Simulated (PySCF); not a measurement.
C7H11BO2.
Numbering: `[CH3:1][C@H:2]1[CH:3]=[CH:4][CH2:5][C:6]([B:7]([OH:8])[OH:9])=[CH:10]1` (hydrogens: H11, H12, H13 on C1; H14 on C2; H15 on C3; H16 on C4; H17, H18 on C5; H19 on O8; H20 on O9; H21 on C10)

Geometry (PBE0-D3(BJ)/def2-SVP, Å), atoms numbered from 1 in this order:
```xyz
21
C7H11BO2 angstrom
C     -2.389    1.105   -0.577
C     -1.580    0.301    0.449
C     -1.647   -1.172    0.167
C     -0.574   -1.939   -0.035
C      0.829   -1.424    0.020
C      0.933    0.050    0.322
B      2.346    0.721    0.405
O      2.448    2.046    0.694
O      3.504    0.022    0.195
C     -0.167    0.795    0.523
H     -2.354    2.182   -0.351
H     -1.985    0.954   -1.589
H     -3.446    0.793   -0.579
H     -2.051    0.483    1.437
H     -2.645   -1.618    0.113
H     -0.706   -3.005   -0.247
H      1.397   -2.005    0.776
H      1.336   -1.651   -0.940
H      3.368    2.328    0.710
H      3.353   -0.906   -0.004
H     -0.036    1.862    0.741
```

The closed-shell ground state was solved at several levels (PySCF, density fitting, gas phase, non-relativistic).

```tsv
level	basis functions	HOMO (eV)	LUMO (eV)	gap (eV)	dipole (D)
PBE0/pcSseg-1	225	-6.79	-0.39	6.40	1.17
B3LYP/def2-SVPD	294	-6.62	-0.70	5.92	1.20
```

Estimate the row for B3LYP/pcSseg-1, a basis of 225 functions; the other rows only guide the guess.

HOMO -6.58 eV, LUMO -0.57 eV, gap 6.01 eV, dipole 1.16 D.

Over all these levels, which gives the widest orbital gap and which the narrowest?

PBE0/pcSseg-1 (global hybrid, 25 % exact exchange) has the widest, 6.40 eV, and B3LYP/def2-SVPD (global hybrid, 20 % exact exchange) the narrowest, 5.92 eV. Functional and basis both differ between the two, so the spread mixes both effects.

How far do the dipole and the HOMO energy spread over the levels?

The dipole runs from 1.16 to 1.20 D (mean 1.18 D) and the HOMO from -6.79 to -6.58 eV.

One conformer stands for the species.
